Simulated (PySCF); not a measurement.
Radial density of Pb⁻ (lead, charge -1)

BLYP, [Xe] 4f14 5d10 6s2 6p3, high-spin 4S determinant. Calculation: PySCF 2.14, in aug-cc-pwCVTZ-DK3 with one added diffuse shell each of s, d, f type (12s10p9d6f1g, 138 functions); the spin-free X2C one-electron Hamiltonian (Gaussian nucleus).

| r (bohr) | 4πr²ρ (e/bohr) | 4πr²(ρα − ρβ) |
| --- | --- | --- |
| 0.0157 | 105.7 | 0.0057 |
| 0.0265 | 108.9 | 0.0129 |
| 0.0445 | 153.5 | 0.0093 |
| 0.0749 | 126.9 | -0.0040 |
| 0.126 | 142.9 | 0.0222 |
| 0.212 | 92.53 | -0.0001 |
| 0.356 | 97.68 | 0.0342 |
| 0.599 | 39.44 | 0.0581 |
| 1.01 | 21.44 | 0.0006 |
| 1.70 | 6.491 | 0.3251 |
| 2.85 | 1.797 | 0.8751 |
| 4.80 | 0.4641 | 0.4173 |
| 8.07 | 0.07932 | 0.0790 |
| 13.6 | 0.002925 | 0.0029 |

Densities and radii are taken from the X2C orbitals without a picture-change correction, which distorts them close to the nucleus.

Spin-orbit coupling, which splits the p, d and f shells strongly at this Z, is absent. Spin-orbit coupling is strong in this species (close to jj coupling), so the high-spin LS determinant is a model state, not a physical level. At BLYP the highest occupied level has a positive energy, so only the finite basis holds that electron; in a semilocal or global hybrid functional this comes from self-interaction and does not mean that the real anion is unbound.

(1) Where is the radial spin density 4πr²(ρα − ρβ) most negative, and why is it negative at all?

## Answers

(1) Around r = 0.0749 bohr, down to -0.0040 e/bohr: exchange with the open shell polarises the paired shells in an unrestricted calculation.
